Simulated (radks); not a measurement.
The mean radii <r> (bohr) of the occupied orbitals of an atom or ion are listed with their occupations. All-electron calculation, scalar-relativistic Kohn-Sham, BLYP, spin-polarised, spherical densities, point nucleus. Program: a radial shooting solver on a logarithmic mesh with Libxc functionals.

| orbital | occ. | <r> |
|---|---|---|
| 1s up | 1 | 0.01834 |
| 1s down | 1 | 0.01834 |
| 2s up | 1 | 0.07703 |
| 2s down | 1 | 0.07699 |
| 2p up | 3 | 0.06886 |
| 2p down | 3 | 0.06882 |
| 3s up | 1 | 0.1895 |
| 3s down | 1 | 0.1897 |
| 3p up | 3 | 0.1870 |
| 3p down | 3 | 0.1873 |
| 3d up | 2 | 0.1659 |

Name the element and its charge. Open shells, if any, are filled with parallel spins first.

Answer. Z = 74, tungsten, charge +54: W54+ in [Ar] 3d2. The 1s radius gives Z: for a bare nucleus <r> = (2 gamma + 1)/(2Z) with gamma = sqrt(1 - (Z/c)^2), 0.01813 bohr for Z = 74, and screening makes it slightly larger (0.01834 here). The occupations add up to 20, and the charge is Z minus that.
